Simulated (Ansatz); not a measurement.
Spectroscopic constants of SnAs, multiplicity 4 (an upper state: multiplicity 2 came lower at CCSD(T)/def2-TZVPP on PBE0 minima). No spin–orbit coupling. As is treated without relativity.

Constants: fifth-degree fit in 1/R to seven points, most abundant isotopes. Runs in def2 and cc sets follow the lowest solution found near the PBE0 minimum.

Run with Ansatz (Gaussian basis) for Hartree–Fock, density functionals and correlated methods. Each number belongs to the level named beside it. In def2 rows elements past Kr take small-core potentials, without spin–orbit coupling.

Energies at PBE0/def2-TZVPP:

```
R (Å)        E (hartree)
--------  --------------
2.530039  -2449.84793339
2.598051  -2449.85140215
2.660622  -2449.85305896
2.731354  -2449.85351669
2.802086  -2449.85278420
2.883700  -2449.85080379
2.978917  -2449.84736343
```

With a reduced mass of 46.1097 u, find the minimum, the force constant and the constants.

A fifth-degree polynomial in 1/R puts the minimum at r_e = 2.7204 Å with force constant 107 N/m. Then ω_e = (1/2πc)√(k/μ) = 199 cm⁻¹ and B_e = h/(8π²cμr_e²) = 0.04940 cm⁻¹; the cubic and quartic terms give α_e = 0.00016 and ω_e x_e = 0.45 cm⁻¹.

Ansatz is a quantum-chemistry and plane-wave program.
